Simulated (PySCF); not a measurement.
PySCF input for In(Cl) cation (ClIn), SMILES [Cl][In] (connectivity only; charge and spin as stated), charge +1, multiplicity 2, B3LYP-D3(BJ)/def2-TZVP. The structure is a stationary point at B3LYP-D3(BJ)/def2-TZVP. The spin state was assumed, not searched. The def2 effective core potentials stand for the cores of In; spin–orbit coupling is left out.

```python
import numpy as np
from pyscf import gto, scf, dft, df
from pyscf.hessian import thermo

mol = gto.M(
    atom='''
    In    0.00000000    0.00000000   -0.60420175
    Cl    0.00000000    0.00000000    1.74152270
    ''',
    basis='def2-TZVP',
    ecp={'In': 'def2-tzvp'},
    charge=1,
    spin=1,
    max_memory=1600,
    verbose=3,
)
mf = dft.UKS(mol, xc='b3lyp').density_fit(auxbasis='def2-universal-jkfit')
mf.disp = 'd3bj'
mf.grids.level = 3
mf.conv_tol = 1e-11
mf.max_cycle = 100
mf.kernel()
fine, coarse = mf.grids, dft.Grids(mol).set(level=1).build(with_non0tab=True)
for _ in range(3):  # follow internal instabilities
    mf.grids = coarse
    mo, _, stable, _ = mf.stability(return_status=True, nroots=4)
    mf.grids = fine
    if stable:
        break
    mf.kernel(mf.make_rdm1(mo, mf.mo_occ))

# analytic Hessian; the response equations are solved on a coarser grid
h, args, fine = mf.Hessian(), (mf.mo_energy, mf.mo_coeff, mf.mo_occ), mf.grids
h.max_memory = max(150, 2.5e-5 * df.make_auxmol(mol, mf.with_df.auxbasis).nao * mol.nelec[0] * (mol.nelec[0] + mol.nao))  # MB; small integral blocks
h1ao = h.make_h1(mf.mo_coeff, mf.mo_occ)
mf.grids = dft.Grids(mol).set(level=1).build(with_non0tab=True)
mo1, mo_e1 = h.solve_mo1(*args, h1ao)
mf.grids = fine
hess = h.hess_elec(*args, mo1, mo_e1, h1ao) + h.hess_nuc()
if mf.do_disp():
    hess += h.get_dispersion()
for i in range(mol.natm):  # the analytic DFT Hessian lacks the response of the grid: restore translational invariance
    hess[i, i] -= hess[i].sum(axis=0)
hess = (hess + hess.transpose(1, 0, 3, 2)) / 2
vib = thermo.harmonic_analysis(mol, hess, imaginary_freq=False)
thermo.dump_normal_mode(mol, vib)
th = thermo.thermo(mf, vib['freq_au'][vib['freq_au'] > 0], 298.15, 101325)
thermo.dump_thermo(mol, th)
g0 = mf.nuc_grad_method().set(verbose=0).kernel()

# dipole derivatives [dipole axis, atom, xyz] from the same response
r, irp = mol.intor('int1e_r'), mol.intor('int1e_irp').reshape(3, 3, mol.nao, mol.nao)
sl, dm0, ok = mol.aoslice_by_atom(), np.array(mf.make_rdm1()), []
dmu = np.einsum('a,xt->xat', mol.atom_charges(), np.eye(3))
for a, (_, _, p0, p1) in enumerate(sl):
    dmu[:, a] += 2 * np.einsum('xtij,ij->xt', irp[:, :, :, p0:p1], dm0.reshape(-1, mol.nao, mol.nao).sum(0)[:, p0:p1])
    for u, c, occ, f in zip(mo1, mf.mo_coeff, mf.mo_occ, (2, 2)):
        dmu[:, a] -= f * np.einsum('tui,xuv,vi->xt', u[a], r, c[:, occ > 0], optimize=True)
L = vib['norm_mode']
ir = 974.8801 * (np.einsum('xat,kat->kx', dmu, L) ** 2).sum(1)       # km/mol
apt = np.einsum('xax->a', dmu) / 3
print('mode   freq/cm-1   IR/(km/mol)')
for k, w in enumerate(vib['freq_wavenumber']):
    print(f'{k + 1:4d} {w:11.2f} {ir[k]:13.3f}')
print('max |gradient| / (hartree/bohr):', abs(g0).max())
print('APT charges:', apt.round(4))
```

It prints:

```

WARN: HOMO -0.62542492177837 >= LUMO -0.625424921778382

converged SCF energy = -650.169923139266  <S^2> = 0.75568363  2S+1 = 2.0056756
<class 'pyscf.df.df_jk.DFUKS'> wavefunction is stable in the internal stability analysis

WARN: DFTD3 does not support analytical Hessian, using finite difference


WARN: Mole.unit (angstrom) is changed to Bohr

Mode                                 0
Irrep
Freq [cm^-1]                      292.6367
Reduced mass [au]                  42.3574
Force const [Dyne/A]                2.1372
Char temp [K]                     421.0391
Normal mode                   x     y     z
       0  In                 0.00  0.00 -0.05
       1  Cl                 0.00  0.00  0.15
temperature 298.1500 [K]
pressure 101325.00 [Pa]
Rotational constants [GHz] inf 3.39081 3.39081
Symmetry number 1
Zero-point energy (ZPE) 0.00067 [Eh]   1750.356 [J/mol]
                           tot       elec      trans        rot        vib
Entropy [J/mol/K]       253.908      5.763    171.259     70.783      6.103
Cv [J/mol/K]             27.846      0.000     12.472      8.314      7.060
Cp [J/mol/K]             36.161      0.000     20.786      8.314      7.060
Internal energy [J/mol]                      3718.434   2478.956   2877.850
Internal energy [Eh]   -650.16647  -650.16992
Enthalpy [J/mol]                             6197.391   2478.956   2877.850
Enthalpy [Eh]          -650.16552
Gibbs free energy [J/mol]                  -44863.532 -18624.992   1058.225
Gibbs free energy [Eh] -650.19436
mode   freq/cm-1   IR/(km/mol)
   1      292.64         3.244
max |gradient| / (hartree/bohr): 4.424773644219173e-05
APT charges: [ 1.0278 -0.0278]
```

The run converged.

Cost: very roughly 26 core-seconds.
